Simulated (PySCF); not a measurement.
**`C[C@@H]1OCCO[C@@H]1F`, C5H9FO2**

Geometry:
```json
{"atom": "C1", "x (Å)": "2.114", "y (Å)": "0.520", "z (Å)": "0.468"}
{"atom": "C2", "x (Å)": "0.751", "y (Å)": "0.403", "z (Å)": "-0.194"}
{"atom": "O3", "x (Å)": "-0.211", "y (Å)": "0.991", "z (Å)": "0.657"}
{"atom": "C4", "x (Å)": "-1.514", "y (Å)": "0.862", "z (Å)": "0.134"}
{"atom": "C5", "x (Å)": "-1.858", "y (Å)": "-0.610", "z (Å)": "-0.073"}
{"atom": "O6", "x (Å)": "-0.908", "y (Å)": "-1.212", "z (Å)": "-0.952"}
{"atom": "C7", "x (Å)": "0.384", "y (Å)": "-1.062", "z (Å)": "-0.503"}
{"atom": "F8", "x (Å)": "0.573", "y (Å)": "-1.836", "z (Å)": "0.629"}
{"atom": "H9", "x (Å)": "2.109", "y (Å)": "-0.024", "z (Å)": "1.408"}
{"atom": "H10", "x (Å)": "2.323", "y (Å)": "1.567", "z (Å)": "0.670"}
{"atom": "H11", "x (Å)": "2.884", "y (Å)": "0.114", "z (Å)": "-0.182"}
{"atom": "H12", "x (Å)": "0.742", "y (Å)": "0.928", "z (Å)": "-1.168"}
{"atom": "H13", "x (Å)": "-1.586", "y (Å)": "1.397", "z (Å)": "-0.827"}
{"atom": "H14", "x (Å)": "-2.183", "y (Å)": "1.322", "z (Å)": "0.863"}
{"atom": "H15", "x (Å)": "-2.826", "y (Å)": "-0.733", "z (Å)": "-0.556"}
{"atom": "H16", "x (Å)": "-1.847", "y (Å)": "-1.136", "z (Å)": "0.890"}
{"atom": "H17", "x (Å)": "1.045", "y (Å)": "-1.480", "z (Å)": "-1.274"}
```

Computed with PySCF, TDDFT BHandHLYP/def2-SVPD circular dichroism and optical rotation, one conformer, gas phase. Geometry: GFN2-xTB.

States above about 8.9 eV lie in this functional's continuum (it starts at minus the energy of the highest occupied orbital, well below the true ionisation energy for most functionals) and depend on the basis.

Stereocentres: C2 S, C7 R.

Question: Give the optical rotatory dispersion at 633, 589.3, 546, 436, 405, 365, 355 nm.

Answer: [α] in deg dm⁻¹ (g/mL)⁻¹:
```
λ (nm)  origin-invariant length gauge  modified velocity gauge  length gauge (centre of mass)  isotropic polarisability (au)
   633                          +58.1                    +48.6                          +58.1                           65.7
 589.3                          +68.0                    +56.8                          +68.0                           65.9
   546                          +80.5                    +67.3                          +80.5                           66.1
   436                         +135.1                   +113.4                         +135.0                           66.9
   405                         +161.5                   +135.7                         +161.4                           67.3
   365                         +209.9                   +176.7                         +209.7                           67.9
   355                         +225.7                   +190.2                         +225.5                           68.1
```

Question: And for the mirror image at 589.3 nm?

Answer: -68.0 deg dm⁻¹ (g/mL)⁻¹ (origin-invariant length gauge): the same size and the opposite sign.

Question: What is the molar rotation [Φ] = [α]·M/100 of the geometry above at 589.3 nm?

Answer: With M = 120.12 g/mol, +81.6 deg cm² dmol⁻¹ (origin-invariant length gauge).

The first excitation lies at 7.73 eV (160 nm) with R = +12.0 × 10⁻⁴⁰ esu² cm² (velocity form).
